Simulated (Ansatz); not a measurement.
System: sum formula ReO₂H₂, charge 0, multiplicity 4. The spin state was set by rule; other spins were not relaxed. 
Coordinates optimised at B3LYP-D3(BJ)/def2-TZVP (Ansatz, a first-principles code):
SMILES: [OH][Re][OH]
```xyz
5

Re     0.0246    -0.0045     0.0294
O      1.3628     0.1499    -1.2842
H      1.6081     0.9536    -1.7573
O     -1.5233    -0.2761     1.0641
H     -2.1674     0.3962     1.3148
```
Charge 0, spin multiplicity 4.

Basis-set convergence of Hartree-Fock and CCSD correlation energies (hartree) with Ansatz. Cores are frozen in the correlated levels unless marked. UHF or UKS for open shells. Spin-orbit coupling is left out. The frozen core is the preceding noble-gas configuration, with the filled d and f shells of earlier blocks. In def2 rows, elements after Kr have scalar-relativistic effective core potentials.

| basis | functions | E(HF) | E(corr, CCSD) |
|---|---|---|---|
| def2-SVP | 70 | -228.29813 | -0.53789 |
| def2-TZVPP | 146 | … | … |

**Question.** Complete the blanks.

**Answer.** 
- def2-TZVPP, E(HF): -228.51002
- def2-TZVPP, E(corr, CCSD): -0.67941
